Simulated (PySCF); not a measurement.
C₃H₂BrF, SMILES C(=C=C)(Br)F.

The structure is a stationary point at PBE0-D3(BJ)/def2-SVP.

Method: CAM-B3LYP/def2-TZVP run with PySCF.

Gas-phase values at a fixed geometry.

* **total energy**: -2789.56092 hartree
* **point group**: Cs
* **highest occupied level**: -8.62 eV
* **lowest empty level**: -0.20 eV
* **orbital gap**: 8.42 eV
* **dipole moment**: 1.97 D
* **quadrupole, principal values (traceless, Buckingham form, about the centre of nuclear charge)**: -6.17, -1.97, 8.14 D·Å
* **mean static polarisability**: 58.2 bohr³ (8.62 Å³)
* **polarisability, principal values**: 36.9, 45.7, 92.0 bohr³
